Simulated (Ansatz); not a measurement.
AlB$_{2}$H$_{7}$O$_{2}$Si, relaxed with RKS PBE-D4/def2-SVP in Ansatz from a rough embedded geometry. The force threshold is 0.03 eV/Å; the program also tests the step.

Charge 0, multiplicity 1. The bonds changed during the relaxation, so this is another structure than the one it started from.

Start:

```xyz
13

B     0.800    1.713    1.193
B     0.631    1.217   -0.335
Si   -0.508   -0.287   -0.670
O    -2.113   -0.017   -0.218
O    -0.547   -0.626   -2.383
Al    0.353   -2.199    0.436
H     1.538    2.675    1.397
H     0.307    1.207    2.068
H     1.212    1.729   -1.228
H    -2.013    0.097    0.838
H    -0.968    0.138   -2.762
H     0.493   -2.197    2.020
H     0.813   -3.451   -0.358
```

**Question.** How much energy does the relaxation release, and in how many steps? (An estimate is asked.)

**Answer.** The calculation gave: 72.92 kcal/mol, in 31 steps, 1 of them rejected.

**Question.** Which bonds change most? (Estimate.)

**Answer.** Computed: B2–Al6 from 3.512 to 2.115 Å; B1–H8 from 1.124 to 1.228 Å; Si3–O5 from 1.747 to 1.656 Å; O4–H10 from 1.067 to 0.985 Å.

**Question.** Give the relaxed structure. (Estimate.)

**Answer.** Computed: 
```xyz
13

B     0.766    1.220    0.783
B     1.120    0.223   -0.495
Si   -0.716    0.160   -0.967
O    -2.035   -0.328   -0.086
O    -1.327    0.746   -2.390
Al    1.026   -1.389    0.871
H     1.515    2.151    1.026
H    -0.173    1.106    1.566
H     1.988    0.363   -1.329
H    -1.777   -0.818    0.728
H    -2.295    0.649   -2.482
H    -0.387   -1.779    1.567
H     2.295   -2.302    1.208
```
